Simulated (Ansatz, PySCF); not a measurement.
Noncovalent pair: C2H6 (SMILES CC) (first 8 atoms) with H2Se (SMILES [SeH2]); geometry from B3LYP-D3(BJ)/def2-TZVP, rigid monomers moved along the line of their centres of mass till C1···Se9 is 3.31 Å.
(charge 0, multiplicity 1):
| atom | x (Å) | y (Å) | z (Å) |
|---|---|---|---|
| C | 0.4827 | -0.4523 | 0.0190 |
| C | -0.4743 | 0.7128 | -0.2151 |
| H | 1.3426 | -0.1438 | 0.6175 |
| H | 0.8650 | -0.8492 | -0.9235 |
| H | -0.0128 | -1.2724 | 0.5430 |
| H | -0.8554 | 1.1088 | 0.7279 |
| H | -1.3333 | 0.4054 | -0.8147 |
| H | 0.0202 | 1.5320 | -0.7406 |
| Se | -0.0114 | -0.1295 | 3.2723 |
| H | 0.0737 | -0.3077 | 4.7300 |
| H | 0.9772 | -1.1936 | 3.0479 |

Counterpoise-corrected where a basis set is named; no monomer relaxation. Rows marked so take none.

Rows in STO-3G carry no dispersion term and start afresh at each structure; the Pople sets are all-electron and without relativity.

The values were computed with Ansatz (a quantum-chemistry and plane-wave program) with Gaussian orbitals; PySCF for STO-3G rows, the dispersion terms. Values without a source in brackets are computed.

Problem. One of these levels gives -2.8 kJ/mol for the interaction energy. Name it.
(A) B3LYP-D4/def2-TZVPPD
(B) PBE-D3(BJ)/def2-TZVPPD
(C) HF/STO-3G (no counterpoise)

Solution. B, PBE-D3(BJ)/def2-TZVPPD. The others give 10.5 (HF/STO-3G (no counterpoise)), -1.4 (B3LYP-D4/def2-TZVPPD)
